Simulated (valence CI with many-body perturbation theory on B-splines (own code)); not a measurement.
Values are calculated unless marked as measured or tabulated.
Level structure of Fe XIII

Method: valence CI with perturbative core correlation (CI+MBPT): four valence electrons over a frozen Dirac-Fock core [Ne], radial functions for each j: 11 s, 11 p, 10 d, 8 f, 5 g, 2 h, with the one-electron correlation potential Σ1, the two-electron term Σ2, the three-electron term Σ3, Breit, model QED; selected CI, second order for the rest, scaled by the run's own slope (own B-spline code, finite nucleus).

No measured levels were compared; by estimate levels of excited configurations hold to 0.05 to 0.15 % of their energy, terms of the ground configuration to about 0.5 %. Among the levels kept, up to 530 cm⁻¹ of a level comes from second order outside the variational space, and about a tenth of that is noise between levels of different J, which matters for small intervals.

Levels 46 to 90 of 171, with energies above the lowest level, 3s2 3p2 3P_0. "Leading %" is the weight of the configuration and term that name the level; weights of strongly mixed levels are sums over their largest components and can fall short. In the jj column 3d3/2^4 stands for four electrons in 3d with j = 3/2.

| No. | Configuration | Term | J | E (cm⁻¹) | Leading % | Leading jj | g |
| --- | --- | --- | --- | --- | --- | --- | --- |
| 46 | 3p4 | 1S | 0 | 703120 | 61 | 3p1/2^2 3p3/2^2 (38 %) |  |
| 47 | 3s 3p2 3d | 5P | 2 | 706300 | 97 | 3s 3p1/2 3p3/2 3d3/2 (31 %) | 1.825 |
| 48 | 3s 3p2 3d | 5P | 1 | 708410 | 98 | 3s 3p3/2^2 3d3/2 (44 %) | 2.490 |
| 49 | 3s 3p2 3d | 3P | 2 | 720730 | 69 | 3s 3p1/2 3p3/2 3d5/2 (43 %) | 1.495 |
| 50 | 3s 3p2 3d | 3P | 1 | 729920 | 68 | 3s 3p3/2^2 3d5/2 (25 %) | 1.484 |
| 51 | 3s 3p2 3d | 3P | 0 | 736150 | 66 | 3s 3p3/2^2 3d5/2 (32 %) |  |
| 52 | 3s 3p2 3d | 3G | 3 | 750390 | 95 | 3s 3p1/2 3p3/2 3d3/2 (69 %) | 0.757 |
| 53 | 3s 3p2 3d | 3G | 4 | 752220 | 97 | 3s 3p1/2 3p3/2 3d5/2 (35 %) | 1.051 |
| 54 | 3s 3p2 3d | 3G | 5 | 754460 | 98 | 3s 3p1/2 3p3/2 3d5/2 (57 %) | 1.201 |
| 55 | 3s 3p2 3d | 3D | 1 | 760440 | 95 | 3s 3p3/2^2 3d3/2 (24 %) | 0.526 |
| 56 | 3s 3p2 3d | 3D | 2 | 760920 | 92 | 3s 3p1/2 3p3/2 3d5/2 (27 %) | 1.164 |
| 57 | 3s 3p2 3d | 3D | 3 | 761760 | 88 | 3s 3p1/2 3p3/2 3d5/2 (56 %) | 1.302 |
| 58 | 3s 3p2 3d | 1G | 4 | 768130 | 79 | 3s 3p1/2 3p3/2 3d5/2 (49 %) | 1.012 |
| 59 | 3s 3p2 3d | 1F | 3 | 772120 | 82 | 3s 3p1/2 3p3/2 3d3/2 (32 %) | 1.033 |
| 60 | 3s 3p2 3d | 3F | 2 | 783700 | 80 | 3s 3p1/2 3p3/2 3d3/2 (28 %) | 0.732 |
| 61 | 3s 3p2 3d | 3F | 3 | 789510 | 77 | 3s 3p1/2 3p3/2 3d5/2 (46 %) | 1.124 |
| 62 | 3s 3p2 3d | 3D | 1 | 792640 | 92 | 3s 3p1/2 3p3/2 3d5/2 (54 %) | 0.532 |
| 63 | 3s 3p2 3d | 3D | 2 | 795360 | 84 | 3s 3p1/2 3p3/2 3d5/2 (32 %) | 1.118 |
| 64 | 3s 3p2 3d | 1P | 1 | 796970 | 81 | 3s 3p1/2 3p3/2 3d3/2 (42 %) | 0.943 |
| 65 | 3s 3p2 3d | 3F | 4 | 798000 | 86 | 3s 3p3/2^2 3d3/2 (39 %) | 1.238 |
| 66 | 3s 3p2 3d | 3P | 0 | 800220 | 79 | 3s 3p1/2 3p3/2 3d5/2 (42 %) |  |
| 67 | 3s 3p2 3d | 3D | 3 | 801220 | 81 | 3s 3p3/2^2 3d5/2 (60 %) | 1.288 |
| 68 | 3s 3p2 3d | 3P | 1 | 802410 | 76 | 3s 3p1/2 3p3/2 3d5/2 (44 %) | 1.496 |
| 69 | 3s 3p2 3d | 3P | 2 | 806380 | 73 | 3s 3p3/2^2 3d5/2 (40 %) | 1.486 |
| 70 | 3s 3p2 3d | 3S | 1 | 817900 | 77 | 3s 3p1/2 3p3/2 3d5/2 (29 %) | 1.707 |
| 71 | 3s 3p2 3d | 3D | 1 | 820090 | 70 | 3s 3p1/2 3p3/2 3d3/2 (23 %) | 0.816 |
| 72 | 3s 3p2 3d | 3D | 2 | 821380 | 88 | 3s 3p3/2^2 3d3/2 (31 %) | 1.148 |
| 73 | 3s 3p2 3d | 3D | 3 | 827960 | 57 | 3s 3p1/2^2 3d5/2 (26 %) | 1.232 |
| 74 | 3s 3p2 3d | 3F | 2 | 829820 | 82 | 3s 3p1/2 3p3/2 3d3/2 (48 %) | 0.703 |
| 75 | 3s 3p2 3d | 3F | 3 | 834590 | 52 | 3s 3p3/2^2 3d5/2 (43 %) | 1.194 |
| 76 | 3s 3p2 3d | 3F | 4 | 836470 | 92 | 3s 3p1/2 3p3/2 3d5/2 (46 %) | 1.248 |
| 77 | 3s 3p2 3d | 1D | 2 | 842330 | 54 | 3s 3p3/2^2 3d5/2 (25 %) | 1.007 |
| 78 | 3s 3p2 3d | 3D | 3 | 863100 | 90 | 3s 3p3/2^2 3d5/2 (43 %) | 1.318 |
| 79 | 3s 3p2 3d | 3D | 2 | 866960 | 88 | 3s 3p3/2^2 3d3/2 (48 %) | 1.139 |
| 80 | 3s 3p2 3d | 1D | 2 | 869320 | 69 | 3s 3p3/2^2 3d5/2 (45 %) | 1.021 |
| 81 | 3s 3p2 3d | 3D | 1 | 869860 | 97 | 3s 3p3/2^2 3d3/2 (62 %) | 0.501 |
| 82 | 3s 3p2 3d | 1S | 0 | 880460 | 47 | 3s 3p1/2 3p3/2 3d3/2 (27 %) |  |
| 83 | 3s 3p2 3d | 1P | 1 | 891640 | 72 | 3s 3p1/2 3p3/2 3d3/2 (53 %) | 1.127 |
| 84 | 3s 3p2 3d | 3P | 2 | 897610 | 81 | 3s 3p1/2 3p3/2 3d5/2 (37 %) | 1.480 |
| 85 | 3s 3p2 3d | 3P | 1 | 905040 | 63 | 3s 3p3/2^2 3d5/2 (40 %) | 1.367 |
| 86 | 3s 3p2 3d | 3P | 0 | 905910 | 75 | 3s 3p3/2^2 3d3/2 (54 %) |  |
| 87 | 3s 3p2 3d | 1F | 3 | 926650 | 95 | 3s 3p1/2 3p3/2 3d5/2 (40 %) | 1.002 |
| 88 | 3s2 3d2 | 3F | 2 | 951550 | 65 | 3s^2 3d3/2^2 (42 %) | 0.725 |
| 89 | 3s2 3d2 | 3F | 3 | 953560 | 78 | 3s^2 3d3/2 3d5/2 (78 %) | 1.083 |
| 90 | 3s2 3d2 | 3F | 4 | 954710 | 79 | 3s^2 3d5/2^2 (62 %) | 1.250 |

Names give the largest LS component (configuration and term), which can be under half, so a name can repeat, a term be missing and a line seem to break the LS rules; names also repeat where a configuration has a term twice.

Where two levels of one J and parity lie close, their mixing, g and order are uncertain.
